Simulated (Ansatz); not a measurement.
System: B$_{2}$F$_{3}$, charge 1, multiplicity 1. SMILES of the parent species: F[B]B(F)F
Coordinates optimised at B3LYP-D3(BJ)/def2-TZVP (Ansatz, a quantum-chemistry and plane-wave program):
```xyz
5

F      2.2747    -0.2720    -0.0184
B      1.0640    -0.1272    -0.0086
B     -0.6886     0.0823     0.0056
F     -1.1037     1.2960     0.1020
F     -1.3796    -0.9990    -0.0819
```
Charge +1, spin multiplicity 1.

Q: Give the harmonic wavenumbers at B3LYP-D3(BJ)/def2-TZVP (Ansatz, finite differences of forces, unscaled).

A: 127, 245, 360, 467, 590, 603, 1202, 1599, 1762 cm⁻¹. Zero-point energy 9.9 kcal/mol.

Q: From these and the geometry, give the ideal-gas thermochemistry at 298.15 K and 1 atm (rigid rotor, harmonic oscillator).

A: Point group C2v, rotational symmetry number 2. Rotational constants 9.894, 2.859, 2.218 GHz. S(trans) 39.00, S(rot) 24.66, S(vib) 7.59, S(elec, spin only) 0.00, S 71.3 cal/(mol K). H(298) - H(0) 3.70 kcal/mol; G - E(el) -7.6 kcal/mol.
